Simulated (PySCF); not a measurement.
C4H5Si, SMILES C1=C[SiH]C=C1, multiplicity 2.

Geometry: PBE-D3(BJ)/def2-SVP. The geometry has at least one imaginary mode, so it is a saddle point at that level. The isomer is the one that the SMILES or the coordinates give; other isomers of the formula were not compared.

Computed with TDA-PBE/def2-SVPD run with PySCF.

Vertical excitations. 

```tsv
state	energy (eV)	λ (nm)	f	main pairs
root 1	1.83	679	0.003	β HOMO→LUMO 96 %
root 2	3.78	328	0.032	α HOMO→LUMO 74 %, β HOMO−3→LUMO 23 %
root 3	3.84	323	0.000	β HOMO−1→LUMO 99 %
root 4	4.18	296	0.032	α HOMO→LUMO+1 82 %, β HOMO−2→LUMO 15 %
root 5	4.37	284	0.000	α HOMO−1→LUMO 57 %, β HOMO→LUMO+1 39 %
root 6	4.40	282	0.005	α HOMO→LUMO+1 15 %, β HOMO−2→LUMO 84 %
root 7	4.60	269	0.000	α HOMO→LUMO+2 99 %
root 8	4.65	267	0.076	α HOMO−1→LUMO+3 24 %, α HOMO→LUMO 18 %, β HOMO−3→LUMO 54 %
root 9	4.92	252	0.012	α HOMO→LUMO+4 100 %
root 10	5.00	248	0.033	α HOMO→LUMO+3 84 %, β HOMO→LUMO+1 12 %
```
Unrestricted roots are not spin-pure.
